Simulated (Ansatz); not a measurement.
Stretching the Be1–H2 bond in BeHI (SMILES [BeH][I]) (multiplicity 1 held, fragments rigid). Energies count from the point at 1.323 Å.
Geometry at that point (charge 0, multiplicity 1):
```xyz
3

Be     0.000     0.000    -1.962
H      0.000     0.000    -3.285
I      0.000     0.000     0.210
```

Signs of static correlation in def2-SVPD, with CASSCF(2,2), from Ansatz (an electronic-structure program) runs.

```
R (Å)  T1 of restricted CCSD  ⟨S²⟩ of UHF  largest double amplitude of restricted CCSD  weight of the CASSCF reference in MRCISD  CASSCF natural occupations
-----  ---------------------  -----------  -------------------------------------------  ----------------------------------------  --------------------------
1.058                  0.011        0.000                                        0.036                                     0.925                   1.99 0.01
1.191                  0.011        0.000                                        0.034                                     0.925                   1.99 0.01
1.323                  0.011        0.000                                        0.030                                     0.925                   1.98 0.02
1.455                  0.011        0.000                                        0.027                                     0.925                   1.97 0.03
1.587                  0.012        0.000                                        0.029                                     0.925                   1.97 0.03
1.786                  0.012        0.000                                        0.034                                     0.925                   1.95 0.05
1.984                  0.014        0.000                                        0.046                                     0.925                   1.92 0.08
2.315                  0.019        0.470                                        0.149                                     0.925                   1.84 0.16
2.646                  0.028        0.764                                        0.271                                     0.925                   1.73 0.27
3.043                      ?        0.912                                            ?                                     0.925                   1.55 0.45
3.572                  0.072        0.978                                        0.649                                     0.926                   1.32 0.68
4.233                  0.095        0.998                                        0.860                                     0.926                   1.15 0.85
```

Some entries are withheld; supply them.


- 3.043, T1 of restricted CCSD: 0.046
- 3.043, largest double amplitude of restricted CCSD: 0.431

Doubts at one or more of the structures used: a restricted determinant that unrestricted orbitals would lower (R-CCSD(T)/def2-SVPD); other coupled-cluster roots lie near (R-CCSD(T)/def2-SVPD); T1 above 0.05 (R-CCSD(T)/def2-SVPD, U-CCSD(T)/def2-SVPD); a spin-contaminated determinant (U-CCSD(T)/def2-SVPD).
